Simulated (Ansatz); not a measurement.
One change: `CB([SiH3])BS` becomes `CB([SiH3])S`.

Ansatz, PBE0-D4/def2-TZVP geometries, multiplicity 1. Each molecule was computed in one conformer, which needn't be the lowest.

```
                                          property  `CB([SiH3])BS`
size of the dipole moment (ωB97M-V/def2-TZVPP) / D            1.43
               HOMO energy (B3LYP/def2-TZVPP) / eV           -7.22
               LUMO energy (B3LYP/def2-TZVPP) / eV           -2.02
                HOMO energy (PBE0/def2-TZVPP) / eV           -7.40
  size of the dipole moment (B3LYP/def2-TZVPP) / D            1.41
               HOMO–LUMO gap (PBE/def2-TZVPP) / eV            3.45
```

What does the change do to each property? (Estimate.)

Ansatz gave: 
```
                                          property  `CB([SiH3])S`  shift
size of the dipole moment (ωB97M-V/def2-TZVPP) / D           1.77   0.34
               HOMO energy (B3LYP/def2-TZVPP) / eV          -7.91  -0.69
               LUMO energy (B3LYP/def2-TZVPP) / eV          -1.52   0.50
                HOMO energy (PBE0/def2-TZVPP) / eV          -8.10  -0.70
  size of the dipole moment (B3LYP/def2-TZVPP) / D           1.75   0.34
               HOMO–LUMO gap (PBE/def2-TZVPP) / eV           4.62   1.17
```

With PBE0 the HOMO falls by 0.70 eV and the LUMO rises by 0.49 eV, so the gap widens by about 1.19 eV. PBE moves the HOMO by -0.66 eV and ωB97M-V by -0.72 eV. Dipoles are sizes alone; their direction can turn.

B3LYP here is the variant with VWN-RPA as its local correlation; programs differ in this.
